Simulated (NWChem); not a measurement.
System: BeNH$_{3}$S; SMILES [SH][Be][NH2]

Parts of the log:

```
             Northwest Computational Chemistry Package (NWChem) 7.3.0
             --------------------------------------------------------

 CS  symmetry detected

                             Geometry "geometry" -> ""
                             -------------------------

 Output coordinates in angstroms (scale by  1.889725989 to convert to a.u.)

  No.       Tag          Charge          X              Y              Z
 ---- ---------------- ---------- -------------- -------------- --------------
    1 Be                   4.0000     0.01776492    -0.60117600     0.00000000
    2 N                    7.0000     0.01843446    -2.10075317     0.00000000
    3 H                    1.0000     0.02350421    -2.68390355    -0.82790414
    4 H                    1.0000     0.02350421    -2.68390355     0.82790414
    5 S                   16.0000     0.06460645     1.31387411     0.00000000
    6 H                    1.0000    -1.28081256     1.45579750     0.00000000

 Effective nuclear repulsion energy (a.u.)      66.9338375400

      Symmetry information
      --------------------

 Group name             Cs
 Group number              2
 Group order               2
 No. of unique centers     5

                                 NWChem DFT Module
                                 -----------------

 Summary of "ao basis" -> "ao basis" (spherical)
 ------------------------------------------------------------------------------
       Tag                 Description            Shells   Functions and Types
 ---------------- ------------------------------  ------  ---------------------
 Be                         def2-svp                 5        9   3s2p
 N                          def2-svp                 6       14   3s2p1d
 H                          def2-svp                 3        5   2s1p
 S                          def2-svp                 8       18   4s3p1d

      Symmetry analysis of basis
      --------------------------

        a'         39
        a"         17

            General Information
            -------------------
          SCF calculation type: DFT
          Wavefunction type:  closed shell.
          No. of atoms     :     6
          No. of electrons :    30
           Alpha electrons :    15
            Beta electrons :    15
          Charge           :     0
          Spin multiplicity:     1
          Use of symmetry is: on ; symmetry adaption is: on
          Maximum number of iterations: 150
          AO basis - number of functions:    56
                     number of shells:    28
          Convergence on energy requested:  1.00D-06
          Convergence on density requested:  1.00D-05
          Convergence on gradient requested:  5.00D-04

              XC Information
              --------------
                       B3PW91 Method XC Functional
                     Hartree-Fock (Exact) Exchange  0.200
                        Slater Exchange Functional  0.800 local
                    Becke 1988 Exchange Functional  0.720 non-local
                Perdew 1991 Correlation Functional  0.810 non-local
            Perdew 1991 LDA Correlation Functional  1.000 local

             Grid Information
             ----------------
          Grid used for XC integration:  medium
          Radial quadrature: Mura-Knowles
          Angular quadrature: Lebedev.
          Tag              B.-S. Rad. Rad. Pts. Rad. Cut. Ang. Pts.
          ---              ---------- --------- --------- ---------
          Be                  1.05       49           8.0       434
          N                   0.65       49          10.0       434
          H                   0.35       45          11.0       434
          S                   1.00       88          11.0       590
          Grid pruning is: on
          Number of quadrature shells:   276
          Spatial weights used:  Erf1

      Superposition of Atomic Density Guess
      -------------------------------------

 Sum of atomic energies:        -467.64306393

      Non-variational initial energy
      ------------------------------

 Total energy =    -468.611794
 1-e energy   =    -775.727593
 2-e energy   =     240.181961
 HOMO         =      -0.335209
 LUMO         =      -0.004551

      Symmetry analysis of molecular orbitals - initial
      -------------------------------------------------

  Numbering of irreducible representations:

     1 a'          2 a"

  Orbital symmetries:

     1 a'          2 a'          3 a'          4 a'          5 a'
     6 a"          7 a'          8 a'          9 a'         10 a"
    11 a'         12 a'         13 a'         14 a'         15 a"
    16 a'         17 a'         18 a"         19 a'         20 a'
    21 a"         22 a'         23 a'         24 a'         25 a"

     ---------------------------------------------
      Total Density - Mulliken Population Analysis
     ---------------------------------------------

    Atom       Charge   Shell Charges
 -----------   ------   -------------------------------------------------------
    1 Be   4     3.38   1.99  0.53  0.06  0.67  0.13
    2 N    7     7.92   1.99  1.04  0.43  2.69  1.77  0.00
    3 H    1     0.73   0.58  0.11  0.05
    4 H    1     0.73   0.58  0.11  0.05
    5 S   16    16.47   2.00  1.99  1.20  0.61  5.94  1.83  2.87  0.02
    6 H    1     0.77   0.56  0.18  0.03

   convergence    iter        energy       DeltaE   RMS-Dens  Diis-err
 ---------------- ----- ----------------- --------- --------- ---------
 d= 0,ls=0.0,diis     1   -469.2729399468 -5.36D+02  1.67D-02  4.54D-01
 d= 0,ls=0.0,diis     2   -469.2547802577  1.82D-02  9.01D-03  6.66D-01
 d= 0,ls=0.0,diis     3   -469.3315687910 -7.68D-02  1.95D-03  2.81D-02
 d= 0,ls=0.0,diis     4   -469.3347178637 -3.15D-03  7.46D-04  1.79D-03
 d= 0,ls=0.0,diis     5   -469.3350160090 -2.98D-04  1.51D-04  5.69D-05
  Resetting Diis
 d= 0,ls=0.0,diis     6   -469.3350243655 -8.36D-06  3.21D-05  2.93D-06
 d= 0,ls=0.0,diis     7   -469.3350248268 -4.61D-07  1.52D-05  2.45D-07
 d= 0,ls=0.0,diis     8   -469.3350248254  1.41D-09  7.73D-06  2.61D-07

         Total DFT energy =     -469.335024825430
      One electron energy =     -778.912124934069
           Coulomb energy =      279.211721641779
    Exchange-Corr. energy =      -36.568459073098
 Nuclear repulsion energy =       66.933837539958

 Numeric. integr. density =       29.999998102149

                  Occupations of the irreducible representations
                  ----------------------------------------------

                     irrep           alpha         beta
                     --------     --------     --------
                     a'               12.0         12.0
                     a"                3.0          3.0

                       DFT Final Molecular Orbital Analysis
                       ------------------------------------

 Vector   13  Occ=2.000000D+00  E=-3.166662D-01  Symmetry=a'
              MO Center=  4.9D-02,  1.2D+00,  2.2D-14, r^2= 1.7D+00
   Bfn.  Coefficient  Atom+Function         Bfn.  Coefficient  Atom+Function
  ----- ------------  ---------------      ----- ------------  ---------------
    45      0.444502  5 S  py                42      0.376111  5 S  py
     5      0.267081  1 Be py                37      0.228561  5 S  s
    39      0.217174  5 S  py                36      0.193878  5 S  s
    44      0.173817  5 S  px                 2     -0.162182  1 Be s
    41      0.144480  5 S  px                35     -0.133451  5 S  s

 Vector   14  Occ=2.000000D+00  E=-2.647370D-01  Symmetry=a'
              MO Center=  2.6D-02, -1.9D+00,  3.6D-13, r^2= 1.4D+00
   Bfn.  Coefficient  Atom+Function         Bfn.  Coefficient  Atom+Function
  ----- ------------  ---------------      ----- ------------  ---------------
    13      0.543484  2 N  px                16     -0.455967  2 N  px
     4      0.174905  1 Be px                 7     -0.110207  1 Be px
    53     -0.068703  6 H  s                 44      0.066971  5 S  px
    37      0.064360  5 S  s                 52     -0.048342  6 H  s
    45      0.044774  5 S  py                41      0.040454  5 S  px

 Vector   15  Occ=2.000000D+00  E=-2.599704D-01  Symmetry=a"
              MO Center=  4.0D-02,  1.1D+00, -4.3D-13, r^2= 1.7D+00
   Bfn.  Coefficient  Atom+Function         Bfn.  Coefficient  Atom+Function
  ----- ------------  ---------------      ----- ------------  ---------------
    46      0.614228  5 S  pz                43      0.429648  5 S  pz
    40      0.247032  5 S  pz                 6     -0.138814  1 Be pz
     9      0.095356  1 Be pz                18     -0.036768  2 N  pz
    25      0.036143  3 H  s                 30     -0.036143  4 H  s
    48     -0.026087  5 S  d -1

 Vector   16  Occ=0.000000D+00  E= 3.106317D-03  Symmetry=a'
              MO Center= -3.0D-02, -3.6D-01,  1.7D-11, r^2= 6.6D+00
   Bfn.  Coefficient  Atom+Function         Bfn.  Coefficient  Atom+Function
  ----- ------------  ---------------      ----- ------------  ---------------
     3      1.168304  1 Be s                 37     -0.666367  5 S  s
    12     -0.520113  2 N  s                 53      0.429069  6 H  s
    44      0.300123  5 S  px                36     -0.225911  5 S  s
    45      0.205373  5 S  py                11     -0.172266  2 N  s
    25      0.159265  3 H  s                 30      0.159265  4 H  s

 Vector   17  Occ=0.000000D+00  E= 1.800033D-02  Symmetry=a"
              MO Center=  1.7D-02, -4.8D-01, -6.9D-12, r^2= 3.8D+00
   Bfn.  Coefficient  Atom+Function         Bfn.  Coefficient  Atom+Function
  ----- ------------  ---------------      ----- ------------  ---------------
     9      0.664493  1 Be pz                 6     -0.553512  1 Be pz
    46     -0.402420  5 S  pz                25      0.266197  3 H  s
    30     -0.266197  4 H  s                 43     -0.178521  5 S  pz
    24      0.146461  3 H  s                 29     -0.146461  4 H  s
    40     -0.101300  5 S  pz                48     -0.070512  5 S  d -1

 Vector   18  Occ=0.000000D+00  E= 2.308115D-02  Symmetry=a'
              MO Center= -5.0D-01, -3.6D-01, -1.0D-11, r^2= 4.2D+00
   Bfn.  Coefficient  Atom+Function         Bfn.  Coefficient  Atom+Function
  ----- ------------  ---------------      ----- ------------  ---------------
    53      0.628708  6 H  s                  7      0.568911  1 Be px
     4     -0.448247  1 Be px                 3     -0.400941  1 Be s
    16     -0.322962  2 N  px                12      0.301713  2 N  s
    37     -0.293985  5 S  s                 52      0.267104  6 H  s
    44      0.261883  5 S  px                45     -0.234328  5 S  py

     ---------------------------------------------
      Total Density - Mulliken Population Analysis
     ---------------------------------------------

    Atom       Charge   Shell Charges
 -----------   ------   -------------------------------------------------------
    1 Be   4     3.70   1.99  0.43  0.00  1.04  0.24
    2 N    7     7.43   1.99  0.98  0.42  2.46  1.57  0.01
    3 H    1     0.85   0.70  0.10  0.05
    4 H    1     0.85   0.70  0.10  0.05
    5 S   16    16.26   2.00  1.98  1.24  0.59  5.93  1.83  2.65  0.04
    6 H    1     0.90   0.70  0.17  0.03

     -------------------------------------------
      Total Density - Lowdin Population Analysis
     -------------------------------------------

    Atom       Charge   Shell Charges
 -----------   ------   -------------------------------------------------------
    1 Be   4     3.94   1.96  0.42  0.13  0.95  0.48
    2 N    7     7.26   1.97  0.71  0.44  2.27  1.86  0.02
    3 H    1     0.92   0.59  0.20  0.13
    4 H    1     0.92   0.59  0.20  0.13
    5 S   16    15.98   2.00  1.95  0.96  0.64  5.81  1.91  2.66  0.05
    6 H    1     0.99   0.61  0.30  0.08

     Multipole analysis of the density
     ---------------------------------

     L   x y z        total         alpha         beta         nuclear
     -   - - -        -----         -----         ----         -------
     0   0 0 0     -0.000000    -15.000000    -15.000000     30.000000

     1   1 0 0     -0.376782     -0.188391     -0.188391      0.000000
     1   0 1 0     -0.839691     -0.419846     -0.419846     -0.000000
     1   0 0 1      0.000000      0.000000      0.000000      0.000000

     2   2 0 0    -18.431652    -12.272676    -12.272676      6.113701
     2   1 1 0     -1.460439      0.959639      0.959639     -3.379716
     2   1 0 1     -0.000000     -0.000000     -0.000000      0.000000
     2   0 2 0    -17.204447   -145.166978   -145.166978    273.129509
     2   0 1 1     -0.000000     -0.000000     -0.000000      0.000000
     2   0 0 2    -18.288574    -11.591985    -11.591985      4.895395
```

Level: B3PW91/def2-SVP. Geometry: optimised at B3LYP/6-31G* (spherical d).

Question: Write an input that gives this output.

Answer: Several could match; the one computed here: the input that was run:
```
start job
memory heap 200 mb stack 900 mb global 1100 mb
geometry units angstroms noautoz
  Be     0.029994    -0.593588     0.000229
  N      0.009751    -2.093028     0.001672
  H      0.003503    -2.677186    -0.825511
  H      0.009874    -2.675198     0.830284
  S      0.103539     1.320622    -0.001298
  H     -1.239760     1.481299     0.003728
end
basis spherical
  Be library def2-svp
  N library def2-svp
  H library def2-svp
  S library def2-svp
end
dft
  xc b3pw91
  iterations 150
  mulliken
end
task dft energy
```
